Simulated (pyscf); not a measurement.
## F–SiH•–SiH₃ (SMILES F[SiH][SiH3]), doublet

Gas-phase minimum from PySCF at ωB97X-D3(BJ)/def2-SVP, one conformer. Other isomers of F–SiH•–SiH₃ were not searched in full and may lie lower. 

```xyz
7

F     -0.7710     1.2286     1.7599
Si     0.4027     0.3948     0.9763
Si    -0.3143    -1.7969     0.6148
H      0.7021     1.1323    -0.2925
H      0.7879    -2.5112    -0.0939
H     -0.5709    -2.4547     1.9271
H     -1.5543    -1.8504    -0.2156
```
Charge 0, spin multiplicity 2.

Bond lengths (Å): F1–Si2 1.639, Si2–Si3 2.334, Si2–H4 1.498, Si3–H5 1.492, Si3–H6 1.490, Si3–H7 1.493. Bond angles (°): F1–Si2–Si3 109.4, F1–Si2–H4 107.3, Si3–Si2–H4 113.1, Si2–Si3–H5 107.2, Si2–Si3–H6 109.3, Si2–Si3–H7 112.0, H5–Si3–H6 109.5, H5–Si3–H7 109.4, H6–Si3–H7 109.3.

Properties at ωB97X-D3(BJ)/def2-SVP:

```json
{
 "harmonic_wavenumbers_unscaled": "101, 150, 404, 430, 532, 640, 791, 868, 904, 944, 951, 2209, 2239, 2252, 2264 cm⁻¹",
 "zero_point_energy": "22.4 kcal/mol",
 "rotational_symmetry_number": "1",
 "Entropy of this conformer at 298 K and 1 atm, rigid rotor and harmonic oscillator, modes under 100 cm⁻¹ raised to 100": "314.1 J/(mol K)",
 "dipole_moment": "1.38 D",
 "Spin expectation value S2": "0.752"
}
```

Single-point totals, which compare only within one level (frozen core for MP2 and CC):

```json
[
 {"level": "ωB97X-D3(BJ)/def2-TZVP", "total energy (hartree)": "-681.35302"},
 {"level": "PBE/def2-TZVP", "total energy (hartree)": "-680.89407"},
 {"level": "r²SCAN/def2-TZVP", "total energy (hartree)": "-681.20060"},
 {"level": "B3LYP-D3(BJ)/def2-TZVP", "total energy (hartree)": "-681.35190"},
 {"level": "PBE0-D3(BJ)/def2-TZVP", "total energy (hartree)": "-680.95694"},
 {"level": "M06-2X/def2-TZVP", "total energy (hartree)": "-681.20970"},
 {"level": "ωB97M-D3(BJ)/def2-TZVP", "total energy (hartree)": "-681.38783"},
 {"level": "UHF/def2-TZVPP", "total energy (hartree)": "-679.71355"},
 {"level": "MP2/def2-TZVPP", "total energy (hartree)": "-680.19165"},
 {"level": "CCSD/def2-TZVPP", "total energy (hartree)": "-680.23085"},
 {"level": "CCSD(T)/def2-TZVPP", "total energy (hartree)": "-680.24687"}
]
```

Soft torsions are taken as harmonic, which can shift the entropy by several J/(mol K). The CCSD(T) − MP2 part came from Ansatz, without density fitting, on the same reference.
